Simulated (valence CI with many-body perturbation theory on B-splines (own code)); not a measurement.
Pb58+: E2, M1 decay

Computed by configuration interaction combined with many-body perturbation theory (CI+MBPT): six valence electrons over a frozen Dirac-Fock core [Ar], radial functions for each j: 7 s, 7 p, 8 d, 6 f, 4 g, 1 h, with the one-electron correlation potential Σ1, the two-electron term Σ2, the three-electron term Σ3, Breit, model QED; selected CI, second order for the rest, scaled by the run's own slope (own B-spline code, finite nucleus).

The last digits are not significant, and no measured levels were compared; by estimate large intervals hold to a few tenths of a per cent, small ones and those within an open d or f shell to about a per cent. Core correlation moves these levels by up to 18000 cm⁻¹, and in measured spectra 5 to 20 % of such shifts remained as error; rates that hang on mixing are uncertain with them. Among the levels kept, up to 1100 cm⁻¹ of a level comes from second order outside the variational space, and about a tenth of that is noise between levels of different J, which matters for small intervals. The list stops below the first excitations out of the core. Only levels of the ground parity were solved; by the run's estimate the other parity begins above the list, which can be wrong where configurations are misplaced.

Lines 51 to 86 of 86 in falling wavelength, among levels below 2385300 cm⁻¹, chosen from the decays that carry over 1 % of a level's rate. Wavelengths and rates use the calculated energies. Electric multipoles are in the length gauge with retardation, E1 and E2 with the static RPA response of the core. M1 uses the relativistic operator with retardation. Weak lines are less certain than strong ones. Lines between different terms over intervals too small for the method are left out, as are lines whose strength nearly cancels. The highest levels of a list are the least certain. Branching is blank where the lifetime is uncertain.

Levels are named by their leading jj configuration (3d3/2^4 stands for four electrons in 3d with j = 3/2), which in mixed levels can hold well under half, so a name can repeat and another be missing. Letters in brackets count levels of one name in rising energy.

```tsv
λ vac (nm)	Upper	Lower	Type	A (s⁻¹)	Branch %
10.58	(3d3/2^2 3d5/2^4) J=6	(3d3/2^3 3d5/2^3) J=5	M1	2.53e+06	29.4
10.55	(3d3/2^2 3d5/2^4) J=6	(3d3/2^3 3d5/2^3) J=6	M1	6.07e+06	70.5
10.51	(3d3/2^2 3d5/2^4) J=4 [a]	(3d3/2^3 3d5/2^3) J=4 [a]	M1	2.03e+07	79.3
10.50	(3d3/2^2 3d5/2^4) J=2 [b]	(3d3/2^3 3d5/2^3) J=3 [b]	M1	3.99e+06	28.4
10.45	(3d3/2^2 3d5/2^4) J=4 [c]	(3d3/2^3 3d5/2^3) J=3 [c]	M1	6.11e+06	45.4
10.35	(3d3/2^2 3d5/2^4) J=2 [b]	(3d3/2^3 3d5/2^3) J=2 [a]	M1	6.90e+06	49.0
10.23	(3d3/2^2 3d5/2^4) J=4 [c]	(3d3/2^3 3d5/2^3) J=4 [b]	M1	4.76e+06	35.3
10.19	(3d3/2^2 3d5/2^4) J=3 [a]	(3d3/2^3 3d5/2^3) J=4 [a]	M1	8.37e+06	34.4
10.13	(3d3/2^2 3d5/2^4) J=3 [a]	(3d3/2^3 3d5/2^3) J=3 [a]	M1	1.02e+07	42.0
10.11	(3d3/2^2 3d5/2^4) J=5	(3d3/2^3 3d5/2^3) J=4 [a]	M1	8.90e+05	5.9
9.820	(3d3/2^2 3d5/2^4) J=4 [b]	(3d3/2^3 3d5/2^3) J=5	M1	8.26e+06	68.1
9.812	(3d3/2^3 3d5/2^3) J=3 [b]	(3d3/2^4 3d5/2^2) J=4	M1	3.92e+06	73.0
9.761	(3d3/2^3 3d5/2^3) J=0	(3d3/2^4 3d5/2^2) J=2	E2	1.68e+04	
9.683	(3d3/2^2 3d5/2^4) J=1	(3d3/2^3 3d5/2^3) J=1 [a]	M1	7.43e+06	36.2
9.464	(3d3/2^2 3d5/2^4) J=3 [b]	(3d3/2^3 3d5/2^3) J=4 [a]	M1	1.38e+06	8.2
9.406	(3d3/2^2 3d5/2^4) J=2 [c]	(3d3/2^3 3d5/2^3) J=3 [b]	M1	7.63e+05	3.5
9.396	(3d3/2^2 3d5/2^4) J=2 [b]	(3d3/2^3 3d5/2^3) J=1 [a]	M1	2.90e+05	2.1
9.287	(3d3/2^2 3d5/2^4) J=2 [c]	(3d3/2^3 3d5/2^3) J=2 [a]	M1	1.08e+06	5.0
9.219	(3d3/2^3 3d5/2^3) J=1 [b]	(3d3/2^4 3d5/2^2) J=2	M1	5.56e+05	8.0
9.195	(3d3/2^3 3d5/2^3) J=2 [b]	(3d3/2^4 3d5/2^2) J=2	M1	1.23e+06	92.6
9.140	(3d3/2^3 3d5/2^3) J=3 [c]	(3d3/2^4 3d5/2^2) J=2	M1	2.06e+06	55.7
9.136	(3d3/2^2 3d5/2^4) J=4 [b]	(3d3/2^3 3d5/2^3) J=3 [a]	M1	1.02e+06	8.4
9.035	(3d3/2^2 3d5/2^4) J=4 [c]	(3d3/2^3 3d5/2^3) J=3 [b]	M1	1.55e+05	1.2
9.000	(3d3/2^2 3d5/2^4) J=2 [b]	(3d3/2^3 3d5/2^3) J=3 [a]	M1	1.99e+06	14.1
8.966	(3d3/2^2 3d5/2^4) J=2 [d]	(3d3/2^3 3d5/2^3) J=3 [c]	M1	3.20e+06	26.8
8.914	(3d3/2^2 3d5/2^4) J=2 [d]	(3d3/2^3 3d5/2^3) J=2 [b]	M1	7.86e+05	6.6
8.891	(3d3/2^2 3d5/2^4) J=2 [d]	(3d3/2^3 3d5/2^3) J=1 [b]	M1	3.87e+06	32.4
8.706	(3d3/2^3 3d5/2^3) J=4 [b]	(3d3/2^4 3d5/2^2) J=4	M1	1.50e+05	75.1
8.706	(3d3/2^3 3d5/2^3) J=4 [b]	(3d3/2^4 3d5/2^2) J=4	E2	3.84e+03	1.9
8.554	(3d3/2^3 3d5/2^3) J=3 [c]	(3d3/2^4 3d5/2^2) J=4	M1	1.62e+06	43.8
8.186	(3d3/2^2 3d5/2^4) J=2 [c]	(3d3/2^3 3d5/2^3) J=3 [a]	M1	1.65e+06	7.6
7.941	(3d3/2^2 3d5/2^4) J=4 [c]	(3d3/2^3 3d5/2^3) J=4 [a]	M1	1.38e+06	10.2
7.904	(3d3/2^2 3d5/2^4) J=2 [d]	(3d3/2^3 3d5/2^3) J=3 [b]	M1	2.56e+06	21.4
7.904	(3d3/2^2 3d5/2^4) J=4 [c]	(3d3/2^3 3d5/2^3) J=3 [a]	M1	9.35e+05	6.9
7.820	(3d3/2^2 3d5/2^4) J=2 [d]	(3d3/2^3 3d5/2^3) J=2 [a]	M1	7.68e+05	6.4
7.263	(3d3/2^2 3d5/2^4) J=2 [d]	(3d3/2^3 3d5/2^3) J=1 [a]	M1	5.55e+05	4.6
```
